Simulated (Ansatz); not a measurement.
Input file for Ansatz (a quantum-chemistry and plane-wave program): U-wB97X-V/aug-cc-pVTZ on BeO, a point of a bond scan (R = 1.327 Å).

Ansatz 0.2 input:
```yaml
crystal:
  periodic: [false, false, false]
  atoms:
    - {symbol: Be, position_ang: [-0.00000000, -0.00000000, -0.88442615]}
    - {symbol: O, position_ang: [0.00000000, 0.00000000, 0.44221307]}
basis:
  gaussian:
    orbitals: aug-cc-pVTZ
hamiltonian:
  xc: {name: wB97X-V}
magnetization: {spin_polarized: true, initial_magnetization: 0}
```

Q: What total energy does the run end on?

A: -89.8962 hartree.
